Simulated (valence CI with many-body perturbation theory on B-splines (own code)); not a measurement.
# Cd²⁷⁺: magnetic and hyperfine properties of the levels

Computed by valence CI with perturbative core correlation (CI+MBPT): three valence electrons over a frozen Dirac-Fock core [Ar], a basis of 7 s, 7 p, 8 d, 6 f, 4 g, 1 h functions for each j, with the one-electron correlation potential Σ1 (screened to all orders), the two-electron term Σ2, the three-electron term Σ3, Breit, model QED; selected single and double excitations, second order for the rest (own B-spline code, finite nucleus).

No measured spectrum was set against this ion. As an estimate, large intervals hold to a few tenths of a per cent, small ones and those within an open d or f shell to about a per cent. Only levels of the ground parity were solved; by the run's estimate the other parity begins above the list, which can be wrong where configurations are misplaced.

A/g_I is the dipole constant over the nuclear g factor μ/I (μ in nuclear magnetons, uniformly magnetised nucleus), B/Q the quadrupole constant per barn. Both hold the static response of the core; the bare values leave it out. Large factors of s and p1/2 electrons are usually good to 5 to 10 %; those of open d and f shells near neutrality can be off by tens of per cent, and small factors of p3/2, d and f electrons come from cancelling terms and can be off by a factor of two or in sign, in half-filled shells by more. B is blank for J = 1/2, where it vanishes, and for nearly pure S terms. Energies count from the lowest level.

Names give the largest LS component (configuration and term), which can be under half, so a name can repeat, a term be missing and a line seem to break the LS rules; names also repeat where a configuration has a term twice. Letters in brackets count levels of one name in rising energy.

```csv
Level,E (eV),g,A/g_I (MHz),A/g_I bare,B/Q (MHz/b),B/Q bare
3d3 4F_3/2,0.000,0.510,20800,20400,-7370,-7530
3d3 4F_5/2,5.178,1.036,11800,11800,-5000,-5120
3d3 4F_7/2,8.763,1.170,10700,10800,-2760,-2830
3d3 4P_3/2,10.552,1.355,9550,9840,-6510,-6660
3d3 4F_9/2,10.717,1.182,11600,11800,3110,3170
3d3 4P_1/2,12.342,2.063,-10200,-9230,,
3d3 2G_7/2,16.881,0.963,12200,12200,5280,5410
3d3 2H_9/2,17.724,1.085,10900,11000,10700,10900
3d3 4P_5/2,18.219,1.535,3570,4030,11100,11400
3d3 2D_3/2 [a],20.595,1.171,11000,11200,-11900,-12200
3d3 2P_1/2,21.859,1.266,-1740,-1430,,
3d3 2H_11/2,23.285,1.087,11400,11500,25800,26300
3d3 2D_5/2 [a],25.045,1.207,10100,10300,-4520,-4630
3d3 2G_9/2,27.519,1.075,9230,9330,7840,8020
3d3 2F_5/2,28.554,0.931,9830,9820,16700,17000
3d3 2F_7/2,29.224,1.126,11300,11500,6400,6560
3d3 2P_3/2,30.189,1.202,9820,10000,2480,2530
3d3 2D_3/2 [b],42.366,0.808,17600,17400,14600,14900
3d3 2D_5/2 [b],43.307,1.159,8780,8950,8820,9010
```

(1) Take the isotope of mass number 113, with I = 1/2, μ = -0.6213 μN. What is the hyperfine structure of 3d3 4F_3/2?

Answers

(1) From the table A = -25900 MHz. Shifts from the centre of gravity in MHz: F = 1: 32400, F = 2: -19400.
